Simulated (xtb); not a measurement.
MoS4, charge -2, singlet, geometry from GFN2-xTB (such geometries of metal compounds can be far from the true shape); GFN2-xTB (xtb).

Input for xtb:
```
$ xtb mol.xyz --gfn 2 --chrg -2 --uhf 0 --json

# file mol.xyz
5

Mo     0.00000000    -0.00000000    -0.00000000
S      1.33367722    -0.57974290    -1.66020450
S      1.16980167     0.14940601     1.86556094
S     -0.92468172     1.95352237    -0.44697852
S     -1.57879717    -1.52318548     0.24162208
```

It wrote (shortened):

```
   ID    Z sym.   atoms
    1   42 Mo     1
    2   16 S      2-5

           -------------------------------------------------
          |                Calculation Setup                |
           -------------------------------------------------

           -------------------------------------------------
          |                 G F N 2 - x T B                 |
           -------------------------------------------------

          ...................................................
          :                      SETUP                      :
          :.................................................:
          :  # basis functions                  50          :
          :  # atomic orbitals                  45          :
          :  # shells                           15          :
          :  # electrons                        32          :
          :  max. iterations                   250          :
          :  Hamiltonian                  GFN2-xTB          :
          :  restarted?                      false          :
          :  GBSA solvation                  false          :
          :  PC potential                    false          :
          :  electronic temp.          300.0000000     K    :
          :  accuracy                    1.0000000          :
          :  -> integral cutoff          0.2500000E+02      :
          :  -> integral neglect         0.1000000E-07      :
          :  -> SCF convergence          0.1000000E-05 Eh   :
          :  -> wf. convergence          0.1000000E-03 e    :
          :  Broyden damping             0.4000000          :
          :  net charge                         -2          :
          :  unpaired electrons                  0          :
          ...................................................

 iter      E             dE          RMSdq      gap      omega  full diag
   1    -14.9989840 -0.149990E+02  0.148E+01    1.54       0.0  T
   2    -13.6545554  0.134443E+01  0.209E+01    5.09       1.0  T
   3    -15.6409793 -0.198642E+01  0.525E+00    2.60       1.0  T
   4    -15.6357684  0.521087E-02  0.434E+00    2.01       1.0  T
   5    -15.7039812 -0.682128E-01  0.246E-01    2.28       1.0  T
   6    -15.7039887 -0.755635E-05  0.595E-02    2.28       1.0  T
   7    -15.7039915 -0.271798E-05  0.930E-03    2.28       4.8  T
   8    -15.7039917 -0.203878E-06  0.502E-03    2.28       8.9  T
   9    -15.7039917 -0.782061E-07  0.103E-03    2.28      43.5  T
[...]
         :: total energy             -15.654396973777 Eh    ::
[...]
             Fermi-level           -0.0404579 Eh           -1.1009 eV

     #   Z          covCN         q      C6AA      α(0)
     1  42 Mo       3.673     0.567   368.263    45.937
     2  16 S        0.919    -0.642   168.527    21.958
     3  16 S        0.919    -0.642   168.527    21.958
     4  16 S        0.919    -0.642   168.527    21.958
     5  16 S        0.919    -0.642   168.527    21.958

 Mol. C6AA /au·bohr⁶  :       4992.335833
 Mol. C8AA /au·bohr⁸  :     319287.467225
 Mol. α(0) /au        :        133.766728

Wiberg/Mayer (AO) data.
largest (>0.10) Wiberg bond orders for each atom

 ---------------------------------------------------------------------------
     #   Z sym  total        # sym  WBO       # sym  WBO       # sym  WBO
 ---------------------------------------------------------------------------
     1  42 Mo   7.166 --     5 S    1.792     2 S    1.792     4 S    1.792
                             3 S    1.792
     2  16 S    2.160 --     1 Mo   1.792     5 S    0.123     4 S    0.123
                             3 S    0.123
     3  16 S    2.160 --     1 Mo   1.792     5 S    0.123     2 S    0.123
                             4 S    0.123
     4  16 S    2.160 --     1 Mo   1.792     5 S    0.123     2 S    0.123
                             3 S    0.123
     5  16 S    2.160 --     1 Mo   1.792     2 S    0.123     4 S    0.123
                             3 S    0.123
 ---------------------------------------------------------------------------

Topologies differ in total number of bonds
Writing topology from bond orders to xtbtopo.mol

molecular dipole:
                 x           y           z       tot (Debye)
 q only:       -0.000      -0.000      -0.000
   full:       -0.000      -0.000      -0.000       0.000
molecular quadrupole (traceless):
                xx          xy          yy          xz          yz          zz
 q only:       -0.000       0.000       0.000      -0.000      -0.000       0.000
  q+dip:       -0.000       0.000       0.000      -0.000      -0.000       0.000
   full:        0.000      -0.000      -0.000       0.000       0.000       0.000

           -------------------------------------------------
          | TOTAL ENERGY              -15.654396973777 Eh   |
          | GRADIENT NORM               0.000001445957 Eh/α |
          | HOMO-LUMO GAP               2.278545446236 eV   |
           -------------------------------------------------

normal termination of xtb
```
